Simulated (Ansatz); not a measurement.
Stepwise reaction of `[NH2][Sc]([NH2])[OH]` with water, as a gas-phase model of exchange steps in deposition or etching. ΔE in kJ/mol; ΔG adds harmonic PBE0-D4 terms to CCSD(T)/CBS, at 1 bar.

Gas-phase electronic energies from Ansatz, PBE0-D4/def2-TZVP geometries. CCSD(T)/CBS is the MP2 limit (def2-TZVPP, def2-QZVPP) plus CCSD(T) − MP2 in def2-TZVPP, frozen cores. This one scheme is used for every species. DFT in def2-TZVPP. B3LYP here is the variant with VWN-RPA as its local correlation; programs differ in this. For Sc outer-core shells are correlated without core-valence functions, which leaves a few kJ/mol of doubt a bond. Scalar relativity is left out up to krypton. Each species was taken in one conformer, which may not be the lowest.

```csv
step,reaction,PBE-D4,B3LYP-D4,ωB97M-V,CCSD(T)/CBS,ΔG(400 K)
1,`[NH2][Sc]([NH2])[OH]` + H₂O → `[NH2][Sc]([OH])[OH]` + NH₃,-74.6,-77.2,-77.3,-74.8,-69.0
2,`[NH2][Sc]([OH])[OH]` + H₂O → `[OH][Sc]([OH])[OH]` + NH₃,-64.5,-67.9,-68.2,-65.9,-66.3
```

Problem. By hand: ΔE of the 2 steps together at CCSD(T)/CBS.

Solution. (-74.8) + (-65.9) = -140.7 kJ/mol, or -70.3 kJ/mol a step.

In ΔE each step is higher than the one before. All are downhill at CCSD(T)/CBS. ΔG lies between -69.0 and -66.3 kJ/mol a step. PBE-D4 differs from CCSD(T)/CBS by 0.2 to 1.4 kJ/mol a step. Isolated molecules leave out the surface, adducts and barriers. Largest T1 diagnostic: 0.016.
